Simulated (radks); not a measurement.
The numbers below are computed, except where a source is named.
Task: The mean radii <r> (bohr) of the occupied orbitals of an atom or ion are listed with their occupations. Code: a radial shooting solver on a logarithmic mesh with Libxc functionals. Model: Dirac Kohn-Sham, PBE, spin-unpolarised, spherical densities, finite nucleus; Fermi nuclear charge, rms radius of each element as measured or else 0.836 A^(1/3) + 0.57 fm.

orbital  occ.      <r>
1s1/2       2  0.04149
2s1/2       2   0.1832
2p1/2       2   0.1573
2p3/2       4   0.1613
3s1/2       2   0.5302
3p1/2       2   0.5335
3p3/2       4   0.5439
3d3/2       4   0.5536
3d5/2       6   0.5575
4s1/2       2    1.572
4p1/2       2    1.914
4p3/2       4    1.962

Name the element and its charge. Open shells, if any, fill j = l - 1/2 first.

Result: Z = 36, krypton, charge 0: Kr in [Kr]. The 1s radius gives Z: for a bare nucleus <r> = (2 gamma + 1)/(2Z) with gamma = sqrt(1 - (Z/c)^2), 0.04069 bohr for Z = 36, and screening makes it slightly larger (0.04149 here). The occupations add up to 36, and the charge is Z minus that.
